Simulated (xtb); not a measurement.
C6H5O (SMILES Oc1c[c]ccc1), doublet, from a rough starting geometry; xtb 6.7.1 with GFN2-xTB.

xtb was given this input:
```
$ xtb mol.xyz --gfn 2 --uhf 1 --opt vtight --json

# file mol.xyz
12

O     -2.39801551    -0.13359427    -0.05670931
C     -1.01449925    -0.19799136    -0.08813988
C     -0.38049925    -1.40853790    -0.15628615
C      0.91919853    -1.42863138    -0.05826351
C      1.76116809    -0.39091358     0.00108873
C      1.14970192     0.90706726     0.05250325
C     -0.18953605     0.93920028     0.05250977
H     -2.69639158     0.80872212    -0.00778180
H     -1.00365433    -2.33540442    -0.14923691
H      2.88408218    -0.47177456     0.01267574
H      1.76037336     1.82446274     0.16648015
H     -0.73691983     1.94156331     0.10437284
```

**Question.** What does xtb print? Leave out banner, timings and long lists.

**Answer.** 
```
   ID    Z sym.   atoms
    1    8 O      1
    2    6 C      2-7
    3    1 H      8-12

           -------------------------------------------------
          |                Calculation Setup                |
           -------------------------------------------------

           -------------------------------------------------
          |                 G F N 2 - x T B                 |
           -------------------------------------------------

          ...................................................
          :                      SETUP                      :
          :.................................................:
          :  # basis functions                  33          :
          :  # atomic orbitals                  33          :
          :  # shells                           19          :
          :  # electrons                        35          :
          :  max. iterations                   250          :
          :  Hamiltonian                  GFN2-xTB          :
          :  restarted?                      false          :
          :  GBSA solvation                  false          :
          :  PC potential                    false          :
          :  electronic temp.          300.0000000     K    :
          :  accuracy                    1.0000000          :
          :  -> integral cutoff          0.2500000E+02      :
          :  -> integral neglect         0.1000000E-07      :
          :  -> SCF convergence          0.1000000E-05 Eh   :
          :  -> wf. convergence          0.1000000E-03 e    :
          :  Broyden damping             0.4000000          :
          :  net charge                          0          :
          :  unpaired electrons                  1          :
          ...................................................

 iter      E             dE          RMSdq      gap      omega  full diag
   1    -19.6324782 -0.196325E+02  0.498E+00    2.62       0.0  T
   2    -19.6441139 -0.116357E-01  0.307E+00    2.40       1.0  T
   3    -19.6330306  0.110833E-01  0.133E+00    2.72       1.0  T
   4    -19.6480992 -0.150686E-01  0.264E-01    2.45       1.0  T
   5    -19.6484500 -0.350832E-03  0.924E-02    2.49       1.0  T
   6    -19.6485022 -0.521058E-04  0.425E-02    2.48       1.0  T
   7    -19.6485055 -0.337594E-05  0.147E-02    2.48       2.0  T
   8    -19.6485068 -0.128038E-05  0.693E-03    2.48       4.2  T
   9    -19.6485070 -0.173291E-06  0.202E-03    2.48      14.3  T
[...]
         :: total energy             -19.330163507528 Eh    ::
 * total energy  :   -19.3301635 Eh     change       -0.4197886E-09 Eh
 * total energy  :   -19.3430584 Eh     change       -0.1289493E-01 Eh
 * total energy  :   -19.3447772 Eh     change       -0.1718798E-02 Eh
 * total energy  :   -19.3449080 Eh     change       -0.1307752E-03 Eh
 * total energy  :   -19.3449526 Eh     change       -0.4459845E-04 Eh
 * total energy  :   -19.3449572 Eh     change       -0.4635520E-05 Eh
 * total energy  :   -19.3449581 Eh     change       -0.8711732E-06 Eh
 * total energy  :   -19.3449583 Eh     change       -0.1776608E-06 Eh
 * total energy  :   -19.3449583 Eh     change       -0.6636832E-08 Eh
   *** GEOMETRY OPTIMIZATION CONVERGED AFTER 9 ITERATIONS ***
         :: total energy             -19.344958297736 Eh    ::
[...]
  q+dip:        2.067      -2.632       2.315      -0.032       0.353      -4.381
   full:        0.950      -3.149       1.282      -0.134       0.135      -2.232

           -------------------------------------------------
          |                Geometry Summary                 |
           -------------------------------------------------

      molecular mass/u    :       93.1035241
   center of mass at/Å    :       -0.1183639      -0.2053224      -0.0267832
  moments of inertia/u·Å² :        0.8210367E+02   0.1891669E+03   0.2712705E+03
rotational constants/cm⁻¹ :        0.2053213E+00   0.8911514E-01   0.6214325E-01

 * 12 selected distances

     #   Z          #   Z                                           value/Å
     1   8 O        2   6 C                                       1.3596273
     2   6 C        3   6 C                                       1.4012317 (max)
     3   6 C        4   6 C                                       1.3588953
     4   6 C        5   6 C                                       1.3648581
     5   6 C        6   6 C                                       1.3923286
     2   6 C        7   6 C                                       1.3900456
     6   6 C        7   6 C                                       1.3833409
     1   8 O        8   1 H                                       0.9647774 (min)
     3   6 C        9   1 H                                       1.0782530
     5   6 C       10   1 H                                       1.0782458
     6   6 C       11   1 H                                       1.0804947
     7   6 C       12   1 H                                       1.0826658

 * 4 distinct bonds (by element types)

   Z      Z             #   av. dist./Å        max./Å        min./Å
   1 H    6 C           4     1.0799148     1.0826658     1.0782458
   6 C    6 C           6     1.3817834     1.4012317     1.3588953
   1 H    8 O           1     0.9647774     0.9647774     0.9647774
   6 C    8 O           1     1.3596273     1.3596273     1.3596273

optimized geometry written to: xtbopt.xyz

           -------------------------------------------------
          | TOTAL ENERGY              -19.344958297736 Eh   |
          | GRADIENT NORM               0.000045722655 Eh/α |
          | HOMO-LUMO GAP               2.686569845759 eV   |
           -------------------------------------------------

normal termination of xtb
```
